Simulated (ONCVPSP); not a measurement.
# Transferability test, ONCV potential for chromium (Cr)

- Element: Cr
- Generator: ONCVPSP 4.0.1
- Type: optimised norm-conserving Vanderbilt (ONCV)
- Functional: LDA (Perdew-Zunger)
- Relativity: fully relativistic
- Frozen core: [Ne]
- Valence charge: 14
- Reference configuration: 3s2 3p6 3d5 4s0.5 4p0.5
- Partial waves: 3s+4s: rc 1.35 bohr, ncon 4, nbas 8, qcut 7.6 1/bohr, 2 projectors; 3p+4p: rc 1.45 bohr, ncon 5, nbas 9, qcut 10.7 1/bohr, 2 projectors; 3d: rc 1.70 bohr, ncon 4, nbas 8, qcut 9.5 1/bohr, 1 projector
- Local potential: polynomial inside 1.10 bohr (lpopt 5, dvloc0 2 Ha)
- Core correction: none

Open shells are filled in proportion to 2j + 1.

Energies are relative to the spin-unpolarised reference configuration 3s2 3p6 3d5 4s0.5 4p0.5; without spin polarisation the order of configurations can differ from experiment.

```csv
valence configuration,charge,ΔE all-electron (eV),error AE − PS (meV)
3s2 3p6 3d4 4s0 4p0,+2,21.908,-3.9
3s2 3p6 3d5.5 4s0.5 4p0,0,-0.861,-2.8
```

Task: What are ΔE and the potential's error for 3s2 3p6 3d5 4s1 4p0?

Result: ΔE = -1.576 eV all-electron; the error (AE − PS) is 0.0 meV.

Task: What are ΔE and the potential's error for 3s2 3p6 3d5 4s0 4p0?

Result: ΔE = 5.565 eV all-electron; the error (AE − PS) is +2.3 meV.

Levels in the configuration 3s2 3p6 3d5 4s0 4p0:

```csv
level,all-electron (eV),pseudo (eV)
3s j=1/2,-80.620,-80.618
3p j=3/2,-52.110,-52.104
3p j=1/2,-53.132,-53.126
3d j=5/2,-10.130,-10.134
3d j=3/2,-10.211,-10.215
```
